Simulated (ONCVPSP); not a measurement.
Si: ONCV pseudisation with PBE, scalar-relativistic reference atom.

```json
{
 "Element": "Si (Z = 14)",
 "Generator": "ONCVPSP 4.0.1",
 "Type": "optimised norm-conserving Vanderbilt (ONCV)",
 "Functional": "PBE",
 "Relativity": "scalar-relativistic",
 "Frozen core": "[Ne]",
 "Valence charge": "4",
 "Reference configuration": "3s2 3p2",
 "Partial waves": "3s: rc 1.25 bohr, ncon 4, nbas 8, qcut 6.1 1/bohr, 2 projectors, debl 2 Ha; 3p: rc 1.65 bohr, ncon 5, nbas 9, qcut 5.9 1/bohr, 2 projectors, debl 1.4 Ha; d scattering state at 0.09 Ha: rc 1.80 bohr, ncon 4, nbas 9, qcut 6 1/bohr, 2 projectors, debl 2.1 Ha",
 "Local potential": "polynomial inside 0.85 bohr (lpopt 5, dvloc0 0 Ha)",
 "Core correction": "Teter function fitted to the true core (icmod 2), fcfact 0.5"
}
```

All-electron outer shells of the reference configuration (PBE, scalar-relativistic, ld1.x):

```json
{"shell": "2s", "level (eV)": "-139.50", "outermost node (bohr)": "0.15", "outermost maximum (bohr)": "0.45"}
{"shell": "2p", "level (eV)": "-95.56", "outermost node (bohr)": "–", "outermost maximum (bohr)": "0.39"}
{"shell": "3s", "level (eV)": "-10.81", "outermost node (bohr)": "0.72", "outermost maximum (bohr)": "1.80"}
{"shell": "3p", "level (eV)": "-4.08", "outermost node (bohr)": "0.72", "outermost maximum (bohr)": "2.17"}
```

Question: Does this generation succeed?

Answer: No. ONCVPSP 4.0.1 stopped with "optimize: ERROR ps0norm > uunorm, code will stop": the continuity conditions at rc already need more norm inside rc than the all-electron wave has, so norm conservation cannot be met. It happened in the s channel.
